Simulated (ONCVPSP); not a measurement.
Ranking ONCV potentials for argon (Ar)

All share these settings but for the change named:

Ar, optimised norm-conserving Vanderbilt (ONCV), made with ONCVPSP 4.0.1 (PBE, scalar-relativistic). Core [Ne], reference 3s2 3p5 (charge +1). Waves: 3s: rc 0.95 bohr, ncon 4, nbas 8, qcut 5.5 1/bohr, 1 projector; 3p: rc 1.35 bohr, ncon 4, nbas 8, qcut 6.2 1/bohr, 2 projectors, debl 0.6 Ha. Local part: polynomial inside 0.95 bohr (lpopt 5, dvloc0 6 Ha). Core correction: Teter function, fcfact 4.75, rcfact 1.15.

In the p channel the program set the typed energies aside and used -0.813, 0.250 Ha.

Cutoff: the first of the cutoffs (Ha) at which the residual kinetic energy of the hardest occupied pseudo-wave falls to 1 and 0.1 mHa per electron; the density cutoff is not measured.

The base gives 145 Ha.

Of 5 variants that were run, those that failed, showed a ghost or another fault, or gave nearly equal values are left out.

A variant can come out equal or close to the base.

(1) Rank these variants from softest to hardest (loose cutoff).
A. s: qcut 8; p: qcut 9
B. s: ncon 5, nbas 9
C. local potential polynomial inside 0.95 bohr (lpopt 5, dvloc0 7.5 Ha)

Answers

(1) A (109 Ha), C (145 Ha), B (234 Ha).
